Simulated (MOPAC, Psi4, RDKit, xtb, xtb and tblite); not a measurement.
Two geometries of SMILES CC(=O)CB(O)O, singlet, relaxed at GFN2-xTB with one dihedral held; other torsions can differ between them too.

Structure A

```
14

C     -2.1726    -0.3956     0.2668
C     -0.8279    -0.4060    -0.4102
O     -0.7172    -0.4132    -1.6194
C      0.3616    -0.3776     0.5006
B      1.5478     0.5761    -0.0573
O      2.5222     0.9226     0.8090
O      1.6092     0.9635    -1.3442
H     -2.2836     0.5345     0.8211
H     -2.2370    -1.2187     0.9749
H     -2.9696    -0.4769    -0.4678
H      0.7828    -1.3865     0.5085
H      0.0765    -0.1436     1.5234
H      3.2143     1.4601     0.4217
H      0.8895     0.6156    -1.8885
```

Structure B

```
14

C     -1.8930    -0.0260     0.0844
C     -0.7258    -0.8993    -0.2925
O     -0.7421    -1.6509    -1.2375
C      0.4863    -0.7307     0.5859
B      1.3358     0.5179     0.0157
O      0.8669     1.7587     0.2500
O      2.4674     0.3756    -0.7107
H     -1.5388     0.9816     0.2854
H     -2.3502    -0.4161     0.9920
H     -2.6345    -0.0195    -0.7100
H      1.0753    -1.6473     0.5627
H      0.1712    -0.5239     1.6059
H      1.3980     2.4605    -0.1292
H      2.7467    -0.5144    -0.9183
```

Question: Which is lower in energy at the level PBE0-D3(BJ)/def2-TZVP // GFN2-xTB (Psi4), and by how much?

Answer: A is lower, by 3.81 kcal/mol (dihedral C2–C4–B5–O6: 165° in A, 75° in B).

E(B) − E(A) in kcal/mol at the other levels, on the same two geometries: GFN2-xTB (xtb and tblite) 1.60; PBE0/def2-TZVP // GFN2-xTB (Psi4) 3.94; PBE/def2-TZVP // GFN2-xTB (Psi4) 3.93; PBE-D3(BJ)/def2-TZVP // GFN2-xTB (Psi4) 3.82; UFF // GFN2-xTB (RDKit) -19.12; PM6, restricted, heats of formation // GFN2-xTB (MOPAC) 0.82; PM3, restricted, heats of formation // GFN2-xTB (MOPAC) 0.05; GFN1-xTB // GFN2-xTB (xtb) 2.26.
